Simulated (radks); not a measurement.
Task: The mean radii <r> (bohr) of the occupied orbitals of an atom or ion are listed with their occupations. Method: scalar-relativistic Kohn-Sham, PBE, spin-polarised, spherical densities, finite nucleus; Fermi nuclear charge, rms radius of each element as measured or else 0.836 A^(1/3) + 0.57 fm; computed with a radial shooting solver on a logarithmic mesh with Libxc functionals.

orbital  occ.      <r>
1s down     1  0.02037
1s up       1  0.02037
2s up       1  0.08647
2s down     1  0.08647
2p up       3  0.07672
2p down     3  0.07672
3s up       1   0.2254
3s down     1   0.2252
3p up       3   0.2246
3p down     3   0.2243
3d up       5   0.2039
3d down     5   0.2036
4s up       1   0.5040
4s down     1   0.5044
4p up       3   0.5321
4p down     3   0.5327
4d up       5   0.5670
4d down     5   0.5683
5s up       1    1.070
5s down     1    1.078
4f up       7   0.6298
4f down     1   0.6361

Name the element and its charge. Open shells, if any, are filled with parallel spins first.

Result: Z = 68, erbium, charge +12: Er12+ in [Kr] 4d10 4f8 5s2. The 1s radius gives Z: for a bare nucleus <r> = (2 gamma + 1)/(2Z) with gamma = sqrt(1 - (Z/c)^2), 0.02012 bohr for Z = 68, and screening makes it slightly larger (0.02037 here). The occupations add up to 56, and the charge is Z minus that.
